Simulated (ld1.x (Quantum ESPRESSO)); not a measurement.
**Reading a pseudo-wave (Ir (Z = 77))**

Columns: radius, all-electron u(r) and pseudo u(r) of the 6s shell (level -5.84 eV) of iridium in the configuration [Xe] 4f14 5d8 6s1 6p0; LDA (PZ), scalar-relativistic, PAW scheme, ld1.x (Quantum ESPRESSO) 7.5.

```tsv
r (bohr)	all-electron	pseudo
0.230	-0.0467	-0.0949
0.460	-0.0462	-0.1881
0.690	0.2770	-0.2777
0.920	0.2468	-0.3620
1.150	0.0258	-0.4389
1.380	-0.2152	-0.5067
1.610	-0.4072	-0.5634
1.840	-0.5372	-0.6075
2.070	-0.6129	-0.6373
2.300	-0.6467	-0.6519
2.530	-0.6503	-0.6505
2.760	-0.6332	-0.6332
2.990	-0.6026	-0.6026
3.220	-0.5639	-0.5639
3.450	-0.5209	-0.5209
3.680	-0.4763	-0.4763
3.910	-0.4318	-0.4318
4.140	-0.3889	-0.3889
4.370	-0.3482	-0.3482
4.600	-0.3103	-0.3103
4.830	-0.2754	-0.2754
5.060	-0.2435	-0.2435
5.290	-0.2146	-0.2146
5.520	-0.1887	-0.1887
5.750	-0.1655	-0.1655
5.980	-0.1448	-0.1448
```

(1) How many radial nodes do the two functions have?

(2) At about which radius was the pseudo-wave matched?

(3) Is the pseudo-wave norm-conserving?

## Answers

(1) The all-electron 6s function has n − l − 1 = 5 (the table is too coarse to show those close to the nucleus); the pseudo-wave has 0, since the states of the same l below it are removed with the core.

(2) 2.65 bohr, where the columns begin to agree (steps of 0.23 bohr).

(3) No, it belongs to a PAW set: the norm inside the radius is not constrained, and the difference is carried by the augmentation charge.
